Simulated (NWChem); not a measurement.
System: CF2InNO; SMILES O=C=[N][In]([F])[F]

Input file for NWChem:

```
start job
memory heap 200 mb stack 900 mb global 1100 mb
geometry units angstroms noautoz
  In    -0.030480     0.549837     0.000000
  F     -1.928468     0.948201     0.000000
  F      1.203671     2.039265     0.000000
  N      0.666212    -1.327716     0.000000
  C      0.292356    -2.479318     0.000000
  O      0.010947    -3.610563     0.000000
end
basis spherical
  * library def2-svp
end
ecp
  In library def2-ecp
end
dft
  xc b3lyp
  iterations 150
  mulliken
end
task dft energy
```

The geometry was optimised at PBE0/def2-SVP. B3LYP is NWChem's, with the RPA form of VWN correlation. def2 effective core potentials on In; no spin-orbit coupling.

Q: Predict the main results of this run. (B3LYP/def2-SVP with def2 effective core potentials on In.) Quantities: energy (Ha); highest occupied level (eV); orbital gap (eV); dipole (D).

A: 
```json
{
 "energy (Ha)": "-557.74",
 "highest occupied level (eV)": "-8.77",
 "orbital gap (eV)": "5.42",
 "dipole (D)": "0.24"
}
```
